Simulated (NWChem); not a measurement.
System: SnNH5O; SMILES [NH2][SnH2][OH]

```xyz
8

Sn    -0.2757     0.0297     0.0015
N      0.8627    -1.6459    -0.0308
O      0.9708     1.5883    -0.0825
H     -1.1300     0.0726     1.4869
H     -1.2702     0.0257    -1.3940
H      1.4071    -1.7421    -0.8860
H      1.5114    -1.7031     0.7521
H      0.5204     2.4363    -0.0002
```
Atoms are numbered in this order, from 1.

Results from NWChem. STO-3G and 3-21G are far too small for this property and stand as cheap habits. Coordinates come from a PBE0/def2-SVP optimisation. def2 effective core potentials on Sn; no spin-orbit coupling. Field at 589 nm.

For level B3LYP/def2-SVP (core potentials):

```yaml
isotropic polarisability (bohr³): 44.9
anisotropy (bohr³): 6.9
```

Problem. How do the values read with level B3LYP/STO-3G (all-electron, non-relativistic) instead?

Solution. 
| Quantity | Result |
|---|---|
| isotropic polarisability (bohr³) | 22.6 |
| anisotropy (bohr³) | 9.1 |
